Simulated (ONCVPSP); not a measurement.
## Which change was made? (Pt, ONCV)

- Element: Pt (Z = 78)
- Generator: ONCVPSP 4.0.1
- Type: optimised norm-conserving Vanderbilt (ONCV)
- Functional: revPBE
- Relativity: scalar-relativistic
- Frozen core: [Kr] 4d10 4f14 5s2
- Valence charge: 16
- Reference configuration: 5p6 5d9 6p1
- Partial waves: s scattering state at 0.07 Ha: rc 2.20 bohr, ncon 5, nbas 9, qcut 2.6 1/bohr, 2 projectors, debl 2.3 Ha; 5p+6p: rc 2.05 bohr, ncon 5, nbas 9, qcut 8 1/bohr, 2 projectors; 5d: rc 2.20 bohr, ncon 3, nbas 8, qcut 8.3 1/bohr, 2 projectors, debl 3.3 Ha; f scattering state at 0.2 Ha: rc 2.05 bohr, ncon 3, nbas 8, qcut 4.9 1/bohr, 2 projectors, debl 3.3 Ha
- Local potential: polynomial inside 1.40 bohr (lpopt 3, dvloc0 1 Ha)
- Core correction: polynomial model core, fcfact 0.75

In the s channel the program set the typed energies aside and used 0.050, 2.350 Ha.

Cutoffs, loose and tight: the cutoffs (Ha) at which the residual kinetic energy of the hardest occupied pseudo-wave falls to 1 and 0.1 mHa per electron. They do not see the model core or the augmentation charge, which bear on the density cutoff. Test errors are all-electron minus pseudo excitation energies from the reference, over the configurations 5p6 5d9 6s1 6p0; 5p6 5d9 6p0; 5p6 5d8 6p0; 5p6 5d8 6s2 6p0; variants that change the core or the reference have their own tests.

The base gives: outcome: generated, projector energies reset by the program; cutoff, loose: 19 Ha; cutoff, tight: 22 Ha; bound ghosts: none; GHOST(+) flags above zero: s; largest test error (meV): -17.

Problem. After one change the result is: outcome: generated, projector energies reset by the program; cutoff, loose: 19 Ha; cutoff, tight: 23 Ha; bound ghosts: none; GHOST(+) flags above zero: s; largest test error (meV): +17. Which change was it?
A. s: qcut 2.7; p: qcut 8.4; d: qcut 8.7; f: qcut 5.1
B. s: qcut 3; p: qcut 9.2; d: qcut 9.5; f: qcut 5.6
C. s: qcut 1.7; p: qcut 5.3; d: qcut 5.5; f: qcut 3.3

Solution. A. The others give: s: qcut 3; p: qcut 9.2; d: qcut 9.5; f: qcut 5.6 → outcome: failed: ERROR pspot: first pseudo wave function has node, program will stop | s: qcut 1.7; p: qcut 5.3; d: qcut 5.5; f: qcut 3.3 → outcome: generated, projector energies reset by the program; cutoff, loose: 13 Ha; cutoff, tight: 30 Ha; bound ghosts: none; GHOST(+) flags above zero: s, d, f; largest test error (meV): +19.
